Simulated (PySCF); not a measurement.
H₃GeO₃ (SMILES [OH][Ge]([OH])[OH]), doublet, at a GFN2-xTB geometry; PBE0/def2-SVP (PySCF).

Here is a job for PySCF.
```python
from pyscf import gto, scf, dft

mol = gto.Mole()
mol.atom = '''
    O    -0.890264   -1.046493   -0.981578
    Ge   -0.135613   -0.047361    0.310441
    O    -0.261370    1.641596   -0.296750
    O     1.619040   -0.431866    0.208358
    H    -1.662828   -0.651932   -1.382051
    H     0.453484    2.212240   -0.020595
    H     1.809713   -1.350635    0.028302
'''
mol.basis = 'def2-svp'
mol.charge = 0
mol.spin = 1
mol.verbose = 4
mol.build()

mf = dft.UKS(mol)
mf.xc = 'pbe0'
mf.kernel()
```

What does PySCF print? Leave out banner, timings and long lists.


```
PySCF version 2.14.0

[INPUT] verbose = 4
[INPUT] num. atoms = 7
[INPUT] num. electrons = 59
[INPUT] charge = 0
[INPUT] spin (= nelec alpha-beta = 2S) = 1
[INPUT] symmetry False subgroup None
[INPUT] Mole.unit = angstrom
[INPUT] Symbol           X                Y                Z      unit          X                Y                Z       unit  Magmom
[INPUT]  1 O     -0.890264000000  -1.046493000000  -0.981578000000 AA   -1.682355138560  -1.977585161274  -1.854913589898 Bohr   0.0
[INPUT]  2 Ge    -0.135613000000  -0.047361000000   0.310441000000 AA   -0.256271428931  -0.089499318986   0.586648467836 Bohr   0.0
[INPUT]  3 O     -0.261370000000   1.641596000000  -0.296750000000 AA   -0.493917717178   3.102166847182  -0.560776227465 Bohr   0.0
[INPUT]  4 O      1.619040000000  -0.431866000000   0.208358000000 AA    3.059542184716  -0.816108462511   0.393739555862 Bohr   0.0
[INPUT]  5 H     -1.662828000000  -0.651932000000  -1.382051000000 AA   -3.142289512258  -1.231972931840  -2.611697880181 Bohr   0.0
[INPUT]  6 H      0.453484000000   2.212240000000  -0.020595000000 AA    0.856960561872   4.180527721808  -0.038918909535 Bohr   0.0
[INPUT]  7 H      1.809713000000  -1.350635000000   0.028302000000 AA    3.419861934065  -2.552330244252   0.053483028777 Bohr   0.0

nuclear repulsion = 304.710903664986
number of shells = 39
number of NR pGTOs = 167
number of NR cGTOs = 89
basis = def2-svp
ecp = {}

******** <class 'pyscf.dft.uks.UKS'> ********
method = UKS
initial guess = minao
damping factor = 0
level_shift factor = 0
DIIS = <class 'pyscf.scf.diis.CDIIS'>
diis_start_cycle = 1
diis_space = 8
diis_damp = 0
SCF conv_tol = 1e-09
SCF conv_tol_grad = None
SCF max_cycles = 50
direct_scf = True
direct_scf_tol = 1e-13
number electrons alpha = 30  beta = 29
XC library pyscf.dft.libxc version 7.1.2
    S. Lehtola, C. Steigemann, M. J. T. Oliveira, and M. A. L. Marques,  SoftwareX 7, 1–5 (2018)
XC functionals = pbe0
    C. Adamo and V. Barone,  J. Chem. Phys. 110, 6158 (1999)
    M. Ernzerhof and G. E. Scuseria,  J. Chem. Phys. 110, 5029 (1999)
radial grids:
    Treutler-Ahlrichs [JCP 102, 346 (1995); DOI:10.1063/1.469408] (M4) radial grids

becke partition: Becke, JCP 88, 2547 (1988); DOI:10.1063/1.454033
pruning grids: <function nwchem_prune>
grids dens level: 3
symmetrized grids: False
atomic radii adjust function: <function treutler_atomic_radii_adjust>
small_rho_cutoff = 0
Set gradient conv threshold to 3.16228e-05
tot grids = 92312
init E= -2303.13269053195

cycle= 1 E= -2303.28457238634  delta_E= -0.152  |g|= 0.869  |ddm|= 2.01
cycle= 2 E= -2302.72263614189  delta_E= 0.562  |g|= 1.47  |ddm|= 1.71
cycle= 3 E= -2303.56860385283  delta_E= -0.846  |g|= 0.0574  |ddm|= 1.17
cycle= 4 E= -2303.5705089747  delta_E= -0.00191  |g|= 0.0189  |ddm|= 0.112
cycle= 5 E= -2303.57069898544  delta_E= -0.00019  |g|= 0.00618  |ddm|= 0.0298
cycle= 6 E= -2303.57071117023  delta_E= -1.22e-05  |g|= 0.00151  |ddm|= 0.00473
cycle= 7 E= -2303.57071268495  delta_E= -1.51e-06  |g|= 0.000394  |ddm|= 0.00252
cycle= 8 E= -2303.57071281193  delta_E= -1.27e-07  |g|= 9.98e-05  |ddm|= 0.000624
cycle= 9 E= -2303.57071282831  delta_E= -1.64e-08  |g|= 4.12e-05  |ddm|= 0.000285
cycle= 10 E= -2303.57071282971  delta_E= -1.4e-09  |g|= 2.19e-05  |ddm|= 8.83e-05
cycle= 11 E= -2303.57071282986  delta_E= -1.57e-10  |g|= 1.5e-05  |ddm|= 2.75e-05
Extra cycle  E= -2303.57071282971  delta_E= 1.51e-10  |g|= 2.61e-05  |ddm|= 2.93e-05
converged SCF energy = -2303.57071282971  <S^2> = 0.75361722  2S+1 = 2.003614
```
